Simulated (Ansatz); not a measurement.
One change: `CCC[S][AlH2]` becomes `CCCCC`.

Ansatz, PBE0-D4/def2-TZVP geometries, multiplicity 1. Each molecule was computed in one conformer, which needn't be the lowest.

```csv
property,`CCC[S][AlH2]`
LUMO energy (PBE/def2-TZVPP) / eV,-2.01
HOMO energy (B3LYP/def2-TZVPP) / eV,-6.93
LUMO energy (B3LYP/def2-TZVPP) / eV,-1.45
LUMO energy (PBE0/def2-TZVPP) / eV,-1.27
HOMO–LUMO gap (PBE/def2-TZVPP) / eV,4.04
HOMO–LUMO gap (ωB97M-V/def2-TZVPP) / eV,9.68
```

Task: Give the same properties after the change, and the shifts. (Estimate.)

Result: Ansatz gave: 
```json
{"property": "LUMO energy (PBE/def2-TZVPP) / eV", "`CCCCC`": "0.49", "shift": "2.50"}
{"property": "HOMO energy (B3LYP/def2-TZVPP) / eV", "`CCCCC`": "-8.56", "shift": "-1.63"}
{"property": "LUMO energy (B3LYP/def2-TZVPP) / eV", "`CCCCC`": "0.94", "shift": "2.39"}
{"property": "LUMO energy (PBE0/def2-TZVPP) / eV", "`CCCCC`": "1.28", "shift": "2.55"}
{"property": "HOMO–LUMO gap (PBE/def2-TZVPP) / eV", "`CCCCC`": "7.86", "shift": "3.82"}
{"property": "HOMO–LUMO gap (ωB97M-V/def2-TZVPP) / eV", "`CCCCC`": "13.74", "shift": "4.06"}
```

With PBE0 the HOMO falls by 1.57 eV and the LUMO rises by 2.55 eV, so the gap widens by about 4.12 eV. PBE moves the HOMO by -1.32 eV and ωB97M-V by -1.71 eV.

B3LYP here is the variant with VWN-RPA as its local correlation; programs differ in this.
